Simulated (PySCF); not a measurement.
## Calculated data, B2ClFH3, AlBF2H3

Computed with PySCF 2.14.0. Calculation on a computer-drawn molecule: the log of a Hartree-Fock and frozen-core CCSD(T) single point meant for a local Hartree-Fock minimum, with one planted fault or none, to be diagnosed. Offsets are logged minus clean, where the clean run is the same molecule without the fault. The reference is restricted for singlets and unrestricted otherwise, and also for a bond in bohr or an excited solution. Adding or removing an electron swaps singlet and doublet. The excited solution moves the top pair (singlet) or top alpha electron (doublet) to the lowest empty orbital. Highest occupied and lowest empty are orbital energies over both spins, largest force is the largest gradient component, triples share is (T) over the correlation energy, the T1 limit is 0.02 restricted and 0.045 unrestricted, electrons count all cores, a negative frequency is imaginary (commonest isotopes), and the dipole is about the centre of nuclear charge.

Common to all runs: meant charge -1; meant multiplicity 1; meant basis aug-cc-pV(D+d)Z; logged electrons 40; logged basis functions 27; logged SCF converged yes; logged spin squared 0; logged CC converged yes; logged SCF stable within its kind yes; possible faults no fault, one electron removed, one electron added, multiplicity raised by two, geometry at a saddle point, SCF held on an excited solution, minimal basis STO-3G, one bond length entered in bohr, all coordinates scaled.

(1) 
```xyz
7
formula=B2ClFH3 logged_highest_occupied=-1.4954 logged_lowest_empty=12.322 logged_largest_force=0.036046 logged_T1_diagnostic=0.01039 logged_D1_diagnostic=0.039108 logged_triples_share=0.021208 logged_dipole_magnitude=3.7734 logged_energy_HF=-603.06228 logged_energy_CCSD(T)=-603.18696 planted_fault=minimal_basis_STO-3G HF_energy_offset_from_clean_run=4452 CCSD(T)_energy_offset_from_clean_run=4761
F      1.1862    -0.2383     1.3454
B      0.3664     0.9467     1.0246
B     -1.2187     0.4879     0.5409
Cl    -2.4798     1.7595     0.0690
H      0.9034     1.5888     0.1023
H      0.2856     1.6821     2.0269
H     -1.7205    -0.6070     0.4399
```

Units: logged_highest_occupied, logged_lowest_empty in eV; logged_largest_force in hartree/bohr; logged_dipole_magnitude in debye; logged_energy_HF, logged_energy_CCSD(T) in hartree; HF_energy_offset_from_clean_run, CCSD(T)_energy_offset_from_clean_run in kcal/mol.

Drawn bonds:
```tsv
atom	other atom	order
1	2	1
2	3	1
3	4	1
2	5	1
2	6	1
3	7	1
```

(2) 
```xyz
7
formula=AlBF2H3 logged_highest_occupied=0.85367 logged_lowest_empty=15.265 logged_largest_force=0.033647 logged_T1_diagnostic=0.012332 logged_D1_diagnostic=0.043954 logged_triples_share=0.033025 logged_dipole_magnitude=3.2385 logged_energy_HF=-461.12783 logged_energy_CCSD(T)=-461.25922 planted_fault=minimal_basis_STO-3G HF_energy_offset_from_clean_run=3921 CCSD(T)_energy_offset_from_clean_run=4245
F     -2.5929     2.2344    -1.3562
B     -1.6766     1.1004    -1.1966
Al    -1.9887     0.1555     0.7624
F     -1.1177    -1.1943     1.3009
H     -1.8815     0.2521    -2.0751
H     -0.5005     1.4829    -1.2614
H     -3.0036     0.4900     2.0022
```

Units: logged_highest_occupied, logged_lowest_empty in eV; logged_largest_force in hartree/bohr; logged_dipole_magnitude in debye; logged_energy_HF, logged_energy_CCSD(T) in hartree; HF_energy_offset_from_clean_run, CCSD(T)_energy_offset_from_clean_run in kcal/mol.

Drawn bonds:
```tsv
atom	other atom	order
1	2	1
2	3	1
3	4	1
2	5	1
2	6	1
3	7	1
```

Notes: highest electron not bound in this basis.
